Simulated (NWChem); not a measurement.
System: BNH₂F₂; SMILES NB(F)F

The following NWChem deck was run.

```
start job
memory heap 200 mb stack 900 mb global 1100 mb
geometry units angstroms noautoz
  B     -0.000568    -0.041210     0.000000
  F      1.132169    -0.749724     0.000000
  F     -1.156871    -0.710522     0.000000
  N      0.023631     1.358710     0.000000
  H     -0.816890     1.916138     0.000000
  H      0.883362     1.886037     0.000000
end
basis spherical
  * library def2-svp
end
dft
  xc xwpbe 1.00 cpbe96 1.0 hfexch 1.00
  cam 0.2 cam_alpha 0.0 cam_beta 1.0
  iterations 150
  vectors input atomic output neutral.movecs
end
task dft energy
charge 1
dft
  odft
  mult 2
  vectors input atomic output cation.movecs
end
task dft energy
```

Output (shortened):

```
             Northwest Computational Chemistry Package (NWChem) 7.3.0
             --------------------------------------------------------

 CS  symmetry detected

                             Geometry "geometry" -> ""
                             -------------------------

 Output coordinates in angstroms (scale by  1.889725989 to convert to a.u.)

  No.       Tag          Charge          X              Y              Z
 ---- ---------------- ---------- -------------- -------------- --------------
    1 B                    5.0000     0.00003437    -0.04012007     0.00000000
    2 F                    9.0000     1.14689126    -0.72554292     0.00000000
    3 F                    9.0000    -1.14247316    -0.73271787     0.00000000
    4 N                    7.0000    -0.00412966     1.36000288     0.00000000
    5 H                    1.0000    -0.85576997     1.90029013     0.00000000
    6 H                    1.0000     0.84474290     1.90463718     0.00000000

 Effective nuclear repulsion energy (a.u.)     112.2208371575

      Symmetry information
      --------------------

 Group name             Cs
 Group number              2
 Group order               2
 No. of unique centers     6

  pbe96 is a nonlocal functional; adding pw91lda local functional.

                                 NWChem DFT Module
                                 -----------------

 Summary of "ao basis" -> "ao basis" (spherical)
 ------------------------------------------------------------------------------
       Tag                 Description            Shells   Functions and Types
 ---------------- ------------------------------  ------  ---------------------
 B                          def2-svp                 6       14   3s2p1d
 F                          def2-svp                 6       14   3s2p1d
 N                          def2-svp                 6       14   3s2p1d
 H                          def2-svp                 3        5   2s1p

      Symmetry analysis of basis
      --------------------------

        a'         48
        a"         18

            General Information
            -------------------
          SCF calculation type: DFT
          Wavefunction type:  closed shell.
          No. of atoms     :     6
          No. of electrons :    32
           Alpha electrons :    16
            Beta electrons :    16
          Charge           :     0
          Spin multiplicity:     1
          Use of symmetry is: on ; symmetry adaption is: on
          Maximum number of iterations: 150
          AO basis - number of functions:    66
                     number of shells:    30
          Convergence on energy requested:  1.00D-06
          Convergence on density requested:  1.00D-05
          Convergence on gradient requested:  5.00D-04

              XC Information
              --------------
                     Hartree-Fock (Exact) Exchange  1.000
                     LC-wPBE(h)Exchange Functional  1.000
            Perdew 1991 LDA Correlation Functional  1.000 local
           PerdewBurkeErnz. Correlation Functional  1.000 non-local

           Range-Separation Parameters
           ---------------------------
           Alpha           :  0.00
           Beta            :  1.00
           Gamma           :  0.20
           Short-Range HF  :     F

             Grid Information
             ----------------
          Grid used for XC integration:  medium
          Radial quadrature: Mura-Knowles
          Angular quadrature: Lebedev.
          Tag              B.-S. Rad. Rad. Pts. Rad. Cut. Ang. Pts.
          ---              ---------- --------- --------- ---------
          B                   0.85       49           8.0       434
          F                   0.50       49           9.0       434
          N                   0.65       49           7.0       434
          H                   0.35       45           8.0       434
          Grid pruning is: on
          Number of quadrature shells:   286
          Spatial weights used:  Erf1

      Superposition of Atomic Density Guess
      -------------------------------------

 Sum of atomic energies:        -278.33175701

      Non-variational initial energy
      ------------------------------

 Total energy =    -279.662309
 1-e energy   =    -607.445130
 2-e energy   =     215.561984
 HOMO         =      -0.380711
 LUMO         =       0.083808

      Symmetry analysis of molecular orbitals - initial
      -------------------------------------------------

  Numbering of irreducible representations:

     1 a'          2 a"

  Orbital symmetries:

     1 a'          2 a'          3 a'          4 a'          5 a'
     6 a'          7 a'          8 a'          9 a'         10 a'
    11 a"         12 a'         13 a"         14 a'         15 a'
    16 a"         17 a'         18 a"         19 a'         20 a'
    21 a'         22 a'         23 a"         24 a'         25 a'
    26 a'

   convergence    iter        energy       DeltaE   RMS-Dens  Diis-err
 ---------------- ----- ----------------- --------- --------- ---------
 d= 0,ls=0.0,diis     1   -280.0981565677 -3.92D+02  1.50D-02  8.04D-01
 d= 0,ls=0.0,diis     2   -280.1238333459 -2.57D-02  6.40D-03  8.35D-01
 d= 0,ls=0.0,diis     3   -280.1877982062 -6.40D-02  1.13D-03  1.32D-02
 d= 0,ls=0.0,diis     4   -280.1887715154 -9.73D-04  4.08D-04  2.48D-03
 d= 0,ls=0.0,diis     5   -280.1889839632 -2.12D-04  1.15D-04  2.65D-04
  Resetting Diis
 d= 0,ls=0.0,diis     6   -280.1890112878 -2.73D-05  4.15D-05  5.75D-06
 d= 0,ls=0.0,diis     7   -280.1890121734 -8.86D-07  6.83D-06  2.18D-07

         Total DFT energy =     -280.189012173443
      One electron energy =     -610.494054510126
           Coulomb energy =      250.547486246204
    Exchange-Corr. energy =      -32.463281067048
 Nuclear repulsion energy =      112.220837157528

 Numeric. integr. density =       32.000001994148

[...]
```

Level: LC-wPBE (HJS exchange hole, range parameter 0.2 per bohr)/def2-SVP, vertical spin-unrestricted ions. Coordinates come from a B3LYP/6-31G* (spherical d) optimisation.
